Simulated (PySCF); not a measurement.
# Mayer bond orders and bond lengths

Species: C₇H₆OSi.
Atom-mapped SMILES: `[O:1]=[CH:2][c:3]1[c:4]2[cH:5][cH:6][c:7]-2[c:8]1[SiH3:9]` (hydrogens: H10 on C2; H11 on C5; H12 on C6; H13, H14, H15 on Si9)

Geometry (GFN2-xTB, Å), atoms numbered from 1 in this order:
```xyz
15
C7H6OSi angstrom
O     -2.0010    2.2410    0.1230
C     -0.7996    2.1718    0.2431
C     -0.0523    0.9397    0.1748
C      1.3039    0.6239    0.2582
C      2.6155    0.1701    0.2169
C      2.2262   -1.1485   -0.1765
C      0.8685   -0.8525   -0.0899
C     -0.4576   -0.4399   -0.0708
Si    -2.1641   -1.2045   -0.2354
H     -0.1814    3.0721    0.4370
H      3.5583    0.6424    0.4343
H      2.7625   -2.0211   -0.5105
H     -2.8587   -0.5173   -1.3198
H     -1.9690   -2.6228   -0.5485
H     -2.8557   -1.0464    1.0423
```

Bond orders from the PBE0/pcSseg-1 density (PySCF). Geometry: GFN2-xTB, one conformer, isolated molecule.

**Question.** Where do the orders between heavy atoms depart from those drawn in the SMILES?

**Answer.** The largest departure is 0.352, at C8–C3 (drawn aromatic, 1.148), counting aromatic bonds as 1.5. The bonds drawn aromatic range from 1.15 to 1.44.

**Question.** Give the Mayer order of every bond, beside its length.

**Answer.** 
```
   bond  drawn as  length (Å)  Mayer order
  O1–C2    double       1.209        1.940
  C2–C3    single       1.443        1.053
  C3–C4  aromatic       1.395        1.272
  C4–C5  aromatic       1.388        1.442
  C5–C6  aromatic       1.430        1.241
  C6–C7  aromatic       1.392        1.384
  C7–C8  aromatic       1.389        1.409
 C8–Si9    single       1.877        0.904
  C8–C3  aromatic       1.459        1.148
  C7–C4    single       1.578        0.880
 C2–H10    single       1.109        0.954
 C5–H11    single       1.077        0.968
 C6–H12    single       1.077        0.976
Si9–H13    single       1.460        0.940
Si9–H14    single       1.465        0.925
Si9–H15    single       1.461        0.940
```

Bonds between the same two heavy elements. C–C: lowest C7–C4 (0.880, 1.578 Å), highest C4–C5 (1.442, 1.388 Å); in 1 of the 28 pairs the longer bond (by over 0.003 Å) has the higher order (by 0.02 or more).

**Question.** Sum the orders of all bonds at each heavy atom with more than one neighbour and set the sums beside the valence in the SMILES.

**Answer.** C2 3.947 (drawn 4), C3 3.473 (drawn 4), C4 3.594 (drawn 4), C5 3.651 (drawn 4), C6 3.601 (drawn 4), C7 3.673 (drawn 4), C8 3.461 (drawn 4), Si9 3.709 (drawn 4). Orders between atoms that aren't bonded are not in these sums.

The Mayer order sums products of elements of PS (density times overlap matrix) between the two atoms' basis functions, so it depends on the basis set.

These values come from a run that also computed NMR shieldings. The run took 77 s wall (grids of density and orbitals included) on an Arm Neoverse N1 with one thread, shared host, and the process peaked at 0.84 GiB of memory.
